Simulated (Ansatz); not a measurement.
`C[Si](F)F` radical. Charge 0, multiplicity 2. The geometry is a stationary point of PBE0-D4/def2-TZVP.

```xyz
7

C     0.642   -0.487    0.145
Si   -0.626    0.587   -0.690
F    -2.076   -0.026   -0.417
F    -0.616    2.026    0.005
H     1.641   -0.063    0.025
H     0.630   -1.492   -0.278
H     0.405   -0.545    1.211
```

(1) What is the dipole moment at B3LYP/def2-TZVPP? (Estimate.)

(2) And with PBE, r2SCAN, ωB97M-V? (An estimate is asked.)

(3) Give the Mulliken charges with B3LYP, PBE, r2SCAN in def2-TZVPP. (Best estimate.)

Answers

(1) Ansatz gave: 2.14 D, with components (1.76, -1.22, -0.16) D in this frame, pointing from negative to positive charge.

(2) Ansatz gave: PBE 2.06 D, r2SCAN 2.09 D, ωB97M-V 2.13 D.

(3) Computed: 
```
atom  B3LYP    PBE  r2SCAN
  C1  -0.36  -0.36   -0.30
 Si2   0.64   0.54    0.65
  F3  -0.31  -0.26   -0.31
  F4  -0.31  -0.26   -0.31
  H5   0.11   0.11    0.09
  H6   0.11   0.11    0.09
  H7   0.11   0.11    0.09
```

B3LYP here is the variant with VWN-RPA as its local correlation; programs differ in this.
